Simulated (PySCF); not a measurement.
# UHF on Ca (calcium, neutral)

Configuration: [Ar] 3d2, high-spin 3F determinant (an excited configuration). Calculation: PySCF 2.14, in def2-TZVPPD; no relativity, point nucleus.

```
Total energy                                     : -676.531476 hartree
One-electron energy                              : -928.7604 hartree
Hartree (Coulomb) energy                         : 287.5663 hartree
Exchange energy                                  : -35.3374 hartree
Kinetic energy                                   : 676.42244 hartree
⟨S²⟩                                             : 2.0009
⟨L²⟩                                             : 12.000
Sum of ⟨r⟩                                       : 19.85 bohr
Sum of ⟨r²⟩                                      : 45.83 bohr²
Density at the nucleus (Gaussians lack the cusp) : 5170 bohr⁻³
Spin density at the nucleus                      : -0.336 bohr⁻³
Langevin diamagnetic susceptibility              : -36.3 ×10⁻⁶ cm³/mol
```

| shell | electrons | mean orbital energy (eV) | rms radius, mean of both spins (bohr) |
| --- | --- | --- | --- |
| 1s β | 1 | -4061.2 | 0.0896 |
| 1s α | 1 | -4061.1 | 0.0896 |
| 2s α | 1 | -453.72 | 0.395 |
| 2s β | 1 | -453.63 | 0.395 |
| 2p α | 3 | -366.96 | 0.363 |
| 2p β | 3 | -366.88 | 0.363 |
| 3s α | 1 | -57.295 | 1.26 |
| 3s β | 1 | -56.463 | 1.26 |
| 3p α | 3 | -33.381 | 1.41 |
| 3p β | 3 | -32.159 | 1.41 |
| 3d α | 2 | -2.152 | 3.85 |

Spin-orbit constants ζ (cm⁻¹) from the X2C one-electron operator on these orbitals (non-relativistic here): bare nucleus, nucleus screened by l(l+1)(2l+1)/3 electrons, and screened by the Breit-Pauli mean field of the electrons.

```csv
shell,bare,screened nucleus,mean field
2p,20920,18830,17850
3p,1953,1758,1651
3d,33.57,16.79,10.85
```

To first order the Landé constant is A = 5.427 cm⁻¹, so the lowest level has J = 2 and lies 0.00269 eV below the centre of the term. This holds in LS coupling only.
